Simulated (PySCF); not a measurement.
Electron correlation in In (indium, neutral)

[Kr] 4d10 5s2 5p1, 2P determinant. Calculation: PySCF 2.14, in def2-TZVP with the def2 core potential (28 electrons); a scalar-relativistic core potential. Frozen: 4s2 4p6 4d10; 3 electrons correlated.

MP2 pair energies summed by pair of shells (mhartree):

| pair | energy | share (%) |
| --- | --- | --- |
| 5s-5s | -17.69 | 59.1 |
| 5s-5p | -12.22 | 40.9 |

Total MP2 correlation energy: -29.91 mhartree.

Same-spin part -2.21 and opposite-spin part -27.71 mhartree; SCS-MP2 scales them by 1/3 and 6/5 to -33.98 mhartree.

```tsv
level	correlation energy (mhartree)
CCSD	-41.41
(T)	-0.73
CCSD(T)	-42.14
```

Diagnostics: T1 = 0.013, D1 = 0.0299, largest double amplitude 0.074.

Question: Is a single reference adequate?

Answer: Mostly. T1 lies below 0.03, but a double amplitude of this size points to a near-degeneracy that CCSD handles and MP2 describes poorly.
